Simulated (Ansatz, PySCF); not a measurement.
Bond stretch in GaCl, singlet.

RHF/cc-pVTZ (PySCF); UCCSDT = Ansatz (an electronic-structure program) with CCSDT on UHF/cc-pVTZ, cores with 3d frozen; UCCSD(T) = Ansatz with CCSD(T) on UHF/cc-pVTZ, cores with 3d frozen; UCCSD = CCSD on UHF/cc-pVTZ, cores with 3d frozen (Ansatz); UKS-B3LYP/6-31G* = unrestricted B3LYP/6-31G*, spherical d run with PySCF 2.14.0.

Energies are in kcal/mol, each relative to the lowest point of its own curve near equilibrium.

| R / Å | RHF | UCCSDT | UCCSD(T) | UCCSD | UKS-B3LYP/6-31G* |
|---|---|---|---|---|---|
| 1.65 | 115.3 | 117.1 | 117.0 | 116.7 | 116.7 |
| 1.77 | 58.1 | 59.3 | 59.2 | 59.0 | 60.0 |
| 1.88 | 27.8 | 28.4 | 28.4 | 28.2 | 29.6 |
| 1.99 | 10.9 | 11.2 | 11.1 | 11.0 | 12.3 |
| 2.09 | 3.2 | 3.2 | 3.2 | 3.2 | 4.1 |
| 2.14 | 1.2 | 1.2 | 1.2 | 1.2 | ? |
| 2.22 | 0.0 | 0.0 | 0.0 | 0.0 | 0.1 |
| 2.27 | 0.2 | 0.2 | 0.2 | 0.2 | 0.0 |
| 2.34 | 1.3 | 1.4 | 1.4 | 1.5 | ? |
| 2.42 | 3.5 | 3.8 | 3.8 | 3.8 | ? |
| 2.56 | 8.9 | 9.5 | 9.5 | 9.5 | ? |
| 2.75 | 17.8 | 18.9 | 18.9 | 18.9 | 16.1 |
| 2.99 | 29.5 | 31.4 | 31.5 | 31.4 | 27.7 |
| 3.32 | 44.4 | 47.5 | 47.6 | 47.3 | 42.7 |
| 3.60 | 55.4 | 59.4 | 59.5 | 59.0 | 53.5 |
| 3.93 | 66.4 | 71.2 | 71.3 | 70.7 | 64.0 |
| 4.41 | 79.2 | 85.0 | 85.1 | 84.3 | 74.7 |
| 4.87 | 88.8 | — | 97.5 | 95.5 | 80.6 |
| 5.40 | 97.5 | — | 104.9 | 102.6 | 84.8 |
| 5.96 | 104.5 | — | 107.4 | 104.8 | ? |
| 6.68 | 111.3 | — | 107.9 | 105.2 | 89.6 |
| 7.72 | 118.4 | — | 108.0 | 105.3 | 91.2 |
| 8.87 | ? | — | 108.0 | 105.4 | 92.3 |

**Question.** Complete the blanks.

**Answer.** 
- 2.14, UKS-B3LYP/6-31G*: 1.8
- 2.34, UKS-B3LYP/6-31G*: 0.8
- 2.42, UKS-B3LYP/6-31G*: 2.6
- 2.56, UKS-B3LYP/6-31G*: 7.6
- 5.96, UKS-B3LYP/6-31G*: 87.5
- 8.87, RHF: 124.0

Dashes: no converged value, or the column stops at the first point that the program doubted or that broke a chosen test of continuity, which isn't proof of a fault.

The restricted form behind RHF keeps the bonding electrons paired and can't separate into open-shell fragments. The unrestricted determinant behind UCCSDT, UCCSD(T), UCCSD is spin-contaminated at 4.87 to 8.87 Å (<S²> up to 1.0, against 0.00 for a pure singlet). The unrestricted determinant behind UKS-B3LYP/6-31G* is spin-contaminated at 4.41 to 8.87 Å (<S²> up to 0.6, against 0.00 for a pure singlet).
